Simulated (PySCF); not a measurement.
**Correlation energy of F+ (fluorine, charge +1)**

[He] 2s2 2p4, high-spin 3P determinant. Computed with PySCF 2.14 in Sapporo-DZP-2012 (4s3p1d, 18 functions), with the spin-free X2C one-electron Hamiltonian (Gaussian nucleus). Frozen: 1s2; 6 electrons correlated.

MP2 pair energies summed by pair of shells (mhartree):

```json
{"pair": "2p-2p", "energy": "-50.84", "share (%)": "47.0"}
{"pair": "2s-2p", "energy": "-49.42", "share (%)": "45.7"}
{"pair": "2s-2s", "energy": "-7.93", "share (%)": "7.3"}
```

Total MP2 correlation energy: -108.19 mhartree.

Same-spin part -27.71 and opposite-spin part -80.47 mhartree; SCS-MP2 scales them by 1/3 and 6/5 to -105.81 mhartree.

```
  level  correlation energy (mhartree)
   CCSD                        -123.14
    (T)                          -0.92
CCSD(T)                        -124.06
```

Diagnostics: T1 = 0.0041, D1 = 0.0074, largest double amplitude 0.042.

Problem. Is a single reference adequate?

Solution. Yes: T1 lies below 0.03 and no double amplitude reaches 0.07.
